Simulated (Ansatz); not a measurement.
`FC(F)OC(F)(F)F` + H₂ → `FC(F)OC(F)F` + H–F at 600 K and 1 bar (hydrogenolysis of a C–F bond).

Calculated with Ansatz (gas phase, PBE0-D4/def2-TZVP geometries, no zero-point term in ΔE). CCSD(T)/CBS adds triple-zeta CCSD(T) − MP2 to the extrapolated MP2 energy (def2 sets, frozen cores). This one scheme is used for every species. Each species was taken in one conformer, which may not be the lowest.

```
         species  CCSD(T)/CBS energy (Eh)  H − E (kJ/mol)  S (J/(mol·K))
`FC(F)OC(F)(F)F`               -650.83987           173.0          452.4
              H₂                 -1.17544            43.9          150.8
   `FC(F)OC(F)F`               -551.64031           189.6          432.7
             H–F               -100.39570            42.3          194.0
```

H − E and S are ideal-gas, rigid-rotor, harmonic terms from PBE0-D4/def2-TZVP, for one conformer and one mirror image of each species. For small species the MP2-based limit differs from directly extrapolated CCSD(T) by up to some mEh (0.8 for H₂); such offsets cancel only in part. 1 Eh = 2625.50 kJ/mol, R = 8.31446 J/(mol·K).

**Question.** By hand: ΔE, ΔH, ΔS and ΔG.

**Answer.** ΔE = (-551.64031) + (-100.39570) − (-650.83987) − (-1.17544) = -0.02070 Eh = -54.3 kJ/mol. Δ(H − E) = 189.6 + 42.3 − 173.0 − 43.9 = 15.0, so ΔH = -39.3 kJ/mol. ΔS = 432.7 + 194.0 − 452.4 − 150.8 = 23.5 J/(mol·K). ΔG = -39.3 − 600 × (23.5)/1000 = -53.4 kJ/mol.

**Question.** By hand: the equilibrium constant, and the temperature at which ΔG would vanish if ΔH and ΔS stayed fixed.

**Answer.** log₁₀ K = −ΔG/(RT ln 10) = 4.6. ΔH and −TΔS have one sign here, so there is no such temperature.

TΔS isn't small against ΔH here. A doubt of 5 kJ/mol in ΔE shifts log₁₀ K by 0.4 here. Other conformers and mirror images would add mixing entropy, several J/(mol·K) or more a flexible species. Modes under 60 cm⁻¹, often nearly free rotors, make the harmonic entropy too high. These are equilibria of isolated gas molecules and say nothing of rates. Largest T1 diagnostic: 0.012 (customary marks: 0.02 for closed shells, 0.045 for open ones).
